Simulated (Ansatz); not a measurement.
# What each rung costs, and what it gives

Saddle point of GaH4BrO2, closed shell (GaH₂BrO₂ ([OH][Ga]([OH])[Br]) + H₂ → GaH₃O₂ ([OH][GaH][OH]) + HBr; bonds formed: Ga1–H6, Br2–H5; bonds broken: Ga1–Br2, H5–H6), PBE0-D4/def2-TZVP structure:

```csv
atom,x (Å),y (Å),z (Å)
Ga1,-0.4130,0.0219,0.0918
Br2,2.1346,-0.7823,-0.3018
O3,-1.4809,-0.7763,-1.0709
O4,-0.7861,-0.0346,1.8199
H5,1.3451,0.6460,-0.4862
H6,0.4488,1.3608,-0.4601
H7,-1.1485,-0.7722,-1.9709
H8,-0.1000,0.3365,2.3780
```

Barriers are electronic and count from the start structure reached by relaxing down the imaginary mode.

Ansatz 0.2.0; basis: as named in each row; cores frozen in the correlated methods. Filled d shells of the heavier atoms are correlated. The def2 sets are not built for correlating such inner shells, so the correlated values are less sure here. B3LYP uses VWN-RPA correlation. Extrapolation: Hartree–Fock as exp(−7.88 √X), correlation as X^−2.97.

Times are rough, for one single point on 8 threads of a shared host (AMD EPYC 9R45).

The estimate by CCSD(T) at an estimated basis limit (MP2 extrapolated from triple and quadruple zeta, plus CCSD(T) − MP2 in triple zeta) is 1.675 eV.

| method | basis | time (s) | barrier (eV) | method less estimate |
| --- | --- | --- | --- | --- |
| HF | STO-3G | under 1 | 3.043 | 1.368 |
| PBE-D4 | STO-3G | under 1 | 2.118 | 0.443 |
| SPW92 | def2-SVP | under 1 | 0.986 | -0.689 |
| PBE-D4 | def2-SVP | under 1 | 1.267 | -0.409 |
| B3LYP-D4 | 6-31G | under 1 | 1.774 | 0.099 |
| SPW92 | def2-TZVPP | under 1 | 1.047 | -0.629 |
| PBE0-D4 | def2-SVP | under 1 | 1.416 | -0.259 |
| PBE-D4 | def2-TZVPP | under 1 | 1.344 | -0.331 |
| BLYP-D4 | def2-TZVPP | under 1 | 1.492 | -0.183 |
| B3LYP-D4 | def2-TZVPP | under 1 | 1.583 | -0.092 |
| BHLYP-D4 | def2-TZVPP | under 1 | 1.749 | 0.074 |
| PBE0-D4 | def2-TZVPP | under 1 | 1.480 | -0.195 |
| CAM-B3LYP-D4 | def2-TZVPP | under 1 | 1.629 | -0.046 |
| r2SCAN-D4 | def2-TZVPP | under 1 | 1.453 | -0.223 |
| r2SCAN0-D4 | def2-TZVPP | 1 | 1.554 | -0.121 |
| wB97M-V | def2-SVP | 1 | 1.556 | -0.119 |
| B2PLYP | def2-TZVPP | 1 | 1.663 | -0.012 |
| RPA on PBE | def2-TZVPP | 1 | 1.663 | -0.012 |
| PBE-QIDH | def2-TZVPP | 1 | 1.629 | -0.046 |
| B97M-V | def2-TZVPP | 2 | 1.486 | -0.189 |
| wB97X-V | def2-TZVPP | 2 | 1.689 | 0.014 |
| wB97M-V | def2-TZVPP | 2 | 1.670 | -0.005 |
| CCSD(T) | def2-SVP | 2 | 1.727 | 0.052 |
| MP2 | def2-QZVPP | 4 | 1.705 | 0.030 |
| CCSD(T) | def2-TZVPP | 29 | 1.689 | 0.014 |

All methods are single points on the PBE0-D4 structures.

The T1 diagnostic stays at or below 0.013.

Labels in which every atom is bracketed show which atoms are joined, not bond orders.
